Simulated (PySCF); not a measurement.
Isomers of C5H4F4, one GFN2-xTB conformer each. Single-point energies are computed at PBE0/pcSseg-1 (PySCF, gas phase, no added dispersion term), electronic only.

```csv
SMILES,GFN2-xTB relative energy (kcal/mol)
F/C=C/CC(F)=C(F)F,0.0
C#CC[C@@H](F)C(F)(F)F,3.3
```

Conformers: `[F:1]/[CH:2]=[CH:3]/[CH2:4][C:5]([F:6])=[C:7]([F:8])[F:9]` with C2–C3–C4–C5 118°, C3–C4–C5–F6 73°; `[CH:1]#[C:2][CH2:3][C@@H:4]([F:5])[C:6]([F:7])([F:8])[F:9]` with C2–C3–C4–F5 173°.

Question: What does PBE0/pcSseg-1 give for the same structures?

Answer: 
| SMILES | PBE0/pcSseg-1 E (Eh) | PBE0/pcSseg-1 (kcal/mol) | GFN2-xTB (kcal/mol) | point group |
| --- | --- | --- | --- | --- |
| C#CC[C@@H](F)C(F)(F)F | -591.58759 | 0.0 | 3.3 | C1 |
| F/C=C/CC(F)=C(F)F | -591.57866 | 5.6 | 0.0 | C1 |

GFN2-xTB puts F/C=C/CC(F)=C(F)F lowest instead. As drawn, the lower has a C≡C bond, which the higher lacks; the higher has a C=C bond outside aromatic rings, which the lower lacks.

Question: Which frontier levels, dipoles and rotational constants go with these structures?

Answer: 
```csv
SMILES,"HOMO (eV, PBE0/pcSseg-1)",LUMO (eV),dipole (D),"A, B, C (MHz)"
C#CC[C@@H](F)C(F)(F)F,-8.29,0.69,2.11,"2356, 1345, 1038"
F/C=C/CC(F)=C(F)F,-7.36,-0.09,1.88,"2707, 773.8, 677.6"
```
